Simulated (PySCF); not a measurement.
# Removing an electron from `CC[Si]([SiH3])([SiH3])Cl`

Compound: C2H11ClSi3.
Z-matrix (Å and degrees, PBE0-D3(BJ)/def2-SVP geometry), rows numbered from 1:
```
C 
C   1  1.5256
Si  2  1.8855  1  113.99
Si  3  2.3448  2  112.27  1   -58.43
Si  3  2.3432  2  112.43  1   173.88
Cl  3  2.1002  2  107.65  1    57.35
H   1  1.1016  2  111.63  3    62.18
H   1  1.1009  2  111.42  3  -177.65
H   1  1.1006  2  111.00  3   -57.52
H   2  1.1038  1  110.84  3   121.15
H   2  1.1050  1  111.21  3  -121.04
H   4  1.4944  3  109.79  2  -178.88
H   4  1.4952  3  110.43  2    60.85
H   4  1.4977  3  109.94  2   -59.32
H   5  1.4957  3  109.74  2   -56.13
H   5  1.4939  3  110.01  2  -176.42
H   5  1.4973  3  110.07  2    63.64
```

Level: B3LYP/def2-SVPD (PySCF). Frontier orbitals with their largest atomic shares (Löwdin; up to four atoms above 4 %):

```csv
orbital,ε (eV),main atoms
HOMO−3,-9.22,"Cl6 50 %, Si4 11 %, Si3 7 %, Si5 5 %"
HOMO−2,-9.19,"Cl6 53 %, Si5 8 %, Si3 8 %, C1 6 %"
HOMO−1,-7.95,"Cl6 25 %, C2 21 %, Si3 19 %, Si5 8 %"
HOMO,-7.45,?
LUMO,-0.82,"Si3 27 %, Cl6 18 %, Si5 16 %, Si4 16 %"
LUMO+1,-0.45,"Si3 21 %, Si5 20 %, Si4 19 %, H15 7 %"
LUMO+2,-0.03,"Si4 20 %, Si5 13 %, C1 7 %, C2 6 %"
```

Task: What vertical ionisation energy does ΔSCF give, and how far is −ε(HOMO) from it?

Result: ΔSCF: 9.28 eV (896 kJ/mol; threshold wavelength 134 nm); ⟨S²⟩ of the doublet left behind is 0.754, against 0.75 for a pure doublet. −ε(HOMO) is 7.45 eV, 1.83 eV below it. For the exact functional −ε(HOMO) would equal the first vertical ionisation energy; B3LYP (global hybrid, 20 % exact exchange) falls short of its own ΔSCF value by 20 %. Holes in the HOMO−1 and HOMO−2 were tried too where these lie within 1.2 eV of the HOMO; the lowest converged state counts.

Task: On which atoms does the HOMO lie?

Result: Si3 (chlorine-bound silicon) 24 %, Cl6 (silicon-bound chlorine) 22 %, Si4 (SiH3 silicon) 18 %, Si5 (SiH3 silicon) 17 %, so no atom holds as much as 40 %. The HOMO−1 lies 0.50 eV lower.

Task: Shift the occupied levels rigidly so that −ε(HOMO) equals the ΔSCF value. What binding energies result?

Result: The shift is +1.83 eV: HOMO 9.28, HOMO−1 9.78, HOMO−2 11.02, HOMO−3 11.05 eV. A rigid shift is only a rough guide to the deeper ionisations.

Task: What total energies stand behind the ΔSCF value?

Result: E(N) = -1411.17999 Eh and E(N − 1) = -1410.83881 Eh at the same geometry, 0.34118 Eh apart.

Task: With α = 129.4 au, estimate the like-pair dispersion coefficient by London's formula C6 = (3/4)α²I.

Result: I = 0.3412 Eh, so C6 ≈ 4290 au, a rough estimate.

One conformer (not necessarily the lowest) at the PBE0-D3(BJ)/def2-SVP geometry, without solvent, vibrations or thermal averaging.
